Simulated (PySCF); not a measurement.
**Li (lithium, neutral): PBE0 calculation**

Configuration: [He] 2p1, 2P determinant (an excited configuration). Calculation: PySCF 2.14, in aug-cc-pVTZ-DK (5s4p3d2f, 46 functions); the spin-free X2C one-electron Hamiltonian (Gaussian nucleus).

```
Total energy                                                  : -7.4070 hartree
One-electron energy                                           : -9.5603 hartree
Hartree (Coulomb) energy                                      : 3.9504 hartree
Exchange-correlation energy                                   : -1.7971 hartree
⟨S²⟩                                                          : 0.7500
⟨L²⟩                                                          : 2.009
Sum of ⟨r⟩                                                    : 5.716 bohr
Sum of ⟨r²⟩                                                   : 26.20 bohr²
Traceless quadrupole moment −½Σ⟨3z² − r²⟩ along its main axis : -10.6 e·bohr²
Langevin diamagnetic susceptibility                           : -20.7 ×10⁻⁶ cm³/mol
```

```json
{"shell": "1s α", "electrons": "1", "mean orbital energy (eV)": "-57.017", "rms radius, mean of both spins (bohr)": "0.674"}
{"shell": "1s β", "electrons": "1", "mean orbital energy (eV)": "-56.940", "rms radius, mean of both spins (bohr)": "0.674"}
{"shell": "2p α", "electrons": "1", "mean orbital energy (eV)": "-2.405", "rms radius, mean of both spins (bohr)": "5.03"}
```
